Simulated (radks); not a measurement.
The numbers below are computed, except where a source is named.
Coulomb parameter of the 4d shell of the cadmium ion Cd+ in the model configuration [Kr] 4d8 5s1 5p2, as a second difference U = [E(n + 0.5) + E(n - 0.5) - 2 E(n)] / (0.5)^2 with all orbitals relaxed. "Bare": the charge of the atom changes with n. "Screened": the 5p shell takes up the change at fixed total charge, which measures U(4d,4d) + U(5p,5p) - 2 U(4d,5p). Code: a radial shooting solver on a logarithmic mesh with Libxc functionals. Model: Dirac Kohn-Sham, PBEsol, spin-unpolarised, spherical densities, finite nucleus; open shells are shared between the two j in proportion to 2j + 1; Fermi nuclear charge, rms radius 4.6087 fm.

case                  configuration  E - E(n) (eV)
start              [Kr] 4d8 5s1 5p2          0.000
bare +0.5        [Kr] 4d8.5 5s1 5p2        -14.075
bare -0.5        [Kr] 4d7.5 5s1 5p2         17.538
screened +0.5  [Kr] 4d8.5 5s1 5p1.5         -9.922
screened -0.5  [Kr] 4d7.5 5s1 5p2.5         10.915

U(bare) = 13.851 eV, U(screened by 5p) = 3.975 eV, against the Slater integral F0(4d,4d) = 20.732 eV with frozen orbitals.
